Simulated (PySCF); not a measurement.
Isomers of H5B3O. Gas-phase values, no solvent. One relaxed conformer stands for each flexible species; it need not be the lowest. Strings in code marks are SMILES.

The HOMO–LUMO gap from two functionals at the same geometries (r2SCAN-D4/def2-TZVP), both in PySCF: PBE-D3(BJ)/def2-TZVP and r2SCAN-D4/def2-TZVP. 

```
species   PBE-D3(BJ)/def2-TZVP (eV)  r2SCAN-D4/def2-TZVP (eV)
--------  -------------------------  ------------------------
`BB(B)O`                       2.35                      2.90
`O(BB)B`                       3.67                      4.32
`OBBB`                         3.73                      4.32
```

Over these rows, drawn at random from the members with no instability flagged (it was tested for open shells, ions and some series alone), PBE minus r2SCAN-D4: mean -0.60 eV, from -0.65 eV to -0.55 eV.
